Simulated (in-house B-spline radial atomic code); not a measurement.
The numbers below are computed, except where a source is named.
**Two electrons in InAs: a spherical dot of radius 23.7 nm with hard walls with a doubly ionised double donor at its centre**

For InAs the NSM archive of the Ioffe Institute lists m* = 0.023 m0 and ε = 15.15. Real donors also feel a central-cell potential, which shifts the ground state; some double donors stay shallow and helium-like, others are deep centres that this model can't describe. In so narrow a gap the band flattens within tens of meV, so real spacings are smaller, by up to some tenths.

Effective-mass model with parabolic bands, a uniform dielectric constant, no image charges, no central-cell or spin-orbit terms. Two-electron levels come from full CI in B-splines with partial waves to l = 5 (up to 0.001 effective hartree above the limit).

(1) What are the effective units, and what is the potential in them?

In these units the lowest s and p orbitals lie at 2.9664 and 16.2458, and their Coulomb and exchange integrals are J_ss = 2.8895, J_sp = 2.4838 and K_sp = 0.5111. Full CI gives 8.7507 for the ground singlet, 21.1694 for the sp triplet, 22.1396 for the sp singlet and 38.4190 for the lowest triplet of two s orbitals.

(2) What does it cost to add the second electron, to first order and exactly?

(3) How far above the singlet do the triplets lie?

Results:

(1) Ha* = 27211.386 meV × 0.023/15.15² = 2.727 meV and a* = 0.0529177 nm × 15.15/0.023 = 34.86 nm. The radius is R = 0.681 a*, with −2/r added.

(2) To first order E = 2ε_s + J_ss = 8.8223, so the charging energy E(2) − 2E(1) is J_ss = 7.879 meV. CI gives 8.7507 − 2 × (2.9664) = 2.8180, or 7.684 meV: relaxation and correlation lower it by 0.1951 meV, 2.5 % of J_ss. The s² configuration of one-electron orbitals holds 99.8 % of the state, and the mean radius is 11 nm.

(3) To first order the sp triplet lies at ε_s + ε_p + J_sp − K_sp = 21.1849, which is 33.71 meV above 2ε_s + J_ss. CI gives 21.1694 − (8.7507) = 12.4186, or 33.86 meV, 94 % of the orbital spacing of 36.21 meV. The ss triplet lies 80.9 meV up, so the lower of the two is the sp one, and its gap equals k_BT at 393 K. The sp singlet-triplet splitting is 2.646 meV, against 2K_sp = 2.787 meV.
